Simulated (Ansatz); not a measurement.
**What each rung costs, and what it gives**

Saddle point of Si$_{2}$H$_{7}$OF, closed shell (SiH₄O ([OH][SiH3]) + SiH₃F ([F][SiH3]) → Si₂H₆O ([SiH3][O][SiH3]) + HF; bonds formed: Si1–O7, F2–H6; bonds broken: Si1–F2, H6–O7), PBE0-D4/def2-TZVP structure:

| atom | x (Å) | y (Å) | z (Å) |
| --- | --- | --- | --- |
| Si1 | -0.8339 | 0.9049 | -0.8122 |
| F2 | 0.5535 | 0.6392 | -2.1129 |
| H3 | -0.6178 | 2.3620 | -0.9417 |
| H4 | -1.6054 | 0.8216 | 0.4868 |
| H5 | -1.7583 | 0.2182 | -1.7418 |
| H6 | 0.9675 | 0.0143 | -1.0556 |
| O7 | 0.5127 | -0.0699 | -0.0767 |
| Si8 | 0.6564 | -1.0300 | 1.2929 |
| H9 | 0.5106 | -0.1584 | 2.4769 |
| H10 | -0.3925 | -2.0722 | 1.2639 |
| H11 | 2.0072 | -1.6297 | 1.2204 |

Barriers are electronic and count from the start structure reached by relaxing down the imaginary mode.

Computed with Ansatz 0.2.0 (basis: as named in each row); correlated methods freeze the cores. B3LYP uses VWN-RPA correlation. Extrapolation: Hartree–Fock as exp(−7.88 √X), correlation as X^−2.97.

Times are rough, for one single point on 4 threads of a shared host (Intel Xeon).

The estimate by CCSD(T) at an estimated basis limit (MP2 extrapolated from triple and quadruple zeta, plus CCSD(T) − MP2 in triple zeta) is 1.267 eV.

```csv
method,basis,time (s),barrier (eV),method less estimate
HF,STO-3G,under 1,1.351,0.084
PBE-D4,STO-3G,under 1,-0.430,-1.696
SPW92,def2-SVP,under 1,0.504,-0.763
B3LYP-D4,6-31G,1,0.524,-0.743
PBE-D4,def2-SVP,2,0.898,-0.369
PBE0-D4,def2-SVP,2,0.991,-0.276
SPW92,def2-TZVPP,2,0.667,-0.600
BLYP-D4,def2-TZVPP,3,1.203,-0.064
PBE-D4,def2-TZVPP,3,1.050,-0.217
BHLYP-D4,def2-TZVPP,4,1.371,0.104
B3LYP-D4,def2-TZVPP,4,1.262,-0.005
wB97M-V,def2-SVP,5,1.024,-0.242
PBE0-D4,def2-TZVPP,5,1.152,-0.114
CCSD(T),def2-SVP,6,1.230,-0.036
CAM-B3LYP-D4,def2-TZVPP,6,1.231,-0.036
r2SCAN-D4,def2-TZVPP,6,1.148,-0.119
r2SCAN0-D4,def2-TZVPP,6,1.208,-0.059
RPA on PBE,def2-TZVPP,8,1.303,0.036
B2PLYP,def2-TZVPP,9,1.304,0.037
PBE-QIDH,def2-TZVPP,9,1.220,-0.046
B97M-V,def2-TZVPP,10,1.313,0.046
wB97M-V,def2-TZVPP,11,1.199,-0.067
wB97X-V,def2-TZVPP,12,1.238,-0.029
MP2,def2-QZVPP,32,1.228,-0.039
CCSD(T),def2-TZVPP,110,1.287,0.021
```

All methods are single points on the PBE0-D4 structures; a negative value means that the method puts the saddle structure below the start.

The T1 diagnostic stays at or below 0.012.

The step is the kind of ligand exchange by which a precursor binds to a hydroxyl group, or is hydrolysed, in atomic layer deposition of oxides.

Labels in which every atom is bracketed show which atoms are joined, not bond orders.
